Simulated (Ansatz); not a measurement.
FLi, charge -1, doublet, at a GFN2-xTB geometry (such geometries of metal compounds can be far from the true shape) (a state made from the parent by changing its charge; the spin is typed, not shown lowest) (a gas-phase anion, which may not be bound at this level); HF/3-21G in Ansatz (an electronic-structure program).

Input for Ansatz:
Ansatz 0.2 input:
```yaml
crystal:
  periodic: [false, false, false]
  atoms:
    - {symbol: Li, position_ang: [-0.00000000, -0.00000000, -1.39755736]}
    - {symbol: F, position_ang: [0.00000000, 0.00000000, 0.46585245]}
basis:
  gaussian:
    orbitals: 3-21G.json
    fitting: {mean_field: def2-universal-JKFIT}
hamiltonian:
  xc: hf
total_charge: -1
magnetization: {spin_polarized: true, initial_magnetization: 1}
```
The basis file holds 3-21G in the JSON format of the Basis Set Exchange.

Q: Predict the main parts of the log of this Ansatz run.

A: 
```
Functional definition: HF
128 factors; integrals over basis functions are off by at most 1.0e-1 eV
mean field evaluation 1: about -2879.3388 eV, gradient 5.1e1 eV
mean field evaluation 2: about -2884.7066 eV, gradient 5.8e1 eV
mean field evaluation 4: about -2893.3146 eV, gradient 4.9e0 eV
mean field evaluation 8: about -2893.5417 eV, gradient 3.8e-4 eV
mean field evaluation 16: about -2889.8793 eV, gradient 6.9e-3 eV
mean field evaluation 32: about -2893.4432 eV, gradient 2.0e0 eV
mean field evaluation 64: about -2884.4255 eV, gradient 4.4e1 eV
mean field evaluation 96: about -2883.2896 eV, gradient 1.7e1 eV
mean field evaluation 128: about -2891.4932 eV, gradient 5.0e0 eV
mean field -2893.54172541 eV, -106.3356970956 hartree, gradient 2.3e-5 eV, S^2 0.750824; 4 other end points of the search recorded, 0 dependent functions left out
reference -2893.54172541 eV, -106.3356970956 hartree; 7, 6 occupied and 11, 12 virtual orbitals, 128 factors
Total energy: -2893.54172541 eV, -106.3356970956 hartree
```
